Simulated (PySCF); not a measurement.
Computed IR spectrum (relative IR intensity) of a molecule C₃H₄ClFSi. Geometry: PBE0-D3(BJ)/def2-SVP. Other conformers were not sampled. All values below come from PBE0-D3(BJ)/def2-SVP (PySCF). Frequencies are harmonic and unscaled.

Lines under 2 % of the strongest are left out, and lines within 2 cm⁻¹ are merged.

ν (cm⁻¹): 69 (vw), 111 (vw), 127 (vw), 333 (m), 343 (w), 552 (s), 637 (m), 712 (m), 739 (m), 751 (m), 761 (m), 809 (vs), 872 (vs), 1103 (s), 1240 (vw), 1452 (vw), 2171 (m), 2283 (s), 3055 (w), 3122 (w), 3473 (m) (against the strongest line: vs over 80 %, s over 45 %, m over 15 %, w over 4 %, vw less)

Task: Which molecule gave these data?
A) F[Si@H]1C=C(Cl)C1
B) C#C[Si@](C)(F)Cl
C) F[C@@H]1C=C(Cl)[SiH2]1
D) C#C[Si@H](Cl)CF

Result: D, C#C[Si@H](Cl)CF
